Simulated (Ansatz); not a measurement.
Ligand exchange: GaH2(NH2) + NaOH → GaH2(OH) + NaNH2

Species: GaH2(NH2), singlet; NaOH `[OH][Na]`, singlet; GaH2(OH), singlet; NaNH2 `[NH2][Na]`, singlet. The partners trade NH2 for OH: Ga–NH2 and Na–OH bonds give way to Ga–OH and Na–NH2.

Shapes, held fixed at every level: PBE0-D4/def2-TZVP. Programs: Ansatz 0.2.0. The zero-point and thermal change to 298 K, harmonic and unscaled (PBE0-D4/def2-TZVP), is -3.5 kJ/mol.

| level | kind | ΔH(298 K) (kJ/mol) | less CCSD(T)/def2-TZVPP | CPU time (sum over the molecules) |
| --- | --- | --- | --- | --- |
| HF/def2-TZVPP | Hartree–Fock | +54.2 | +3.2 | – |
| SPW92/def2-TZVPP | LDA | +52.4 | +1.4 | 4.5 s |
| PBE-D4/def2-TZVPP | GGA | +46.2 | -4.8 | 9.1 s |
| BHLYP-D4/def2-TZVPP | global hybrid | +55.0 | +4.0 | 8 s |
| wB97X-V/def2-TZVPP | range-separated hybrid | +53.6 | +2.6 | 21 s |
| B2PLYP/def2-TZVPP | double hybrid | +50.7 | -0.3 | 15 s |
| CCSD/def2-TZVPP | coupled cluster or CI | +52.7 | +1.7 | – |
| CCSD(T)/def2-TZVPP | coupled cluster or CI | +51.0 | 0.0 | 47 s |

The highest level, CCSD(T)/def2-TZVPP, gives ΔH(298 K) = +51.0 kJ/mol; the levels span +46.2 to +55.0. The column of differences is taken from that level and isn't an error. No measured value is set beside it here. Relativity is left out for Ga. Outer-core shells of Ga, Na are correlated, in sets that cover them unevenly. Times are processor times on shared x86 and Arm servers, and rough.
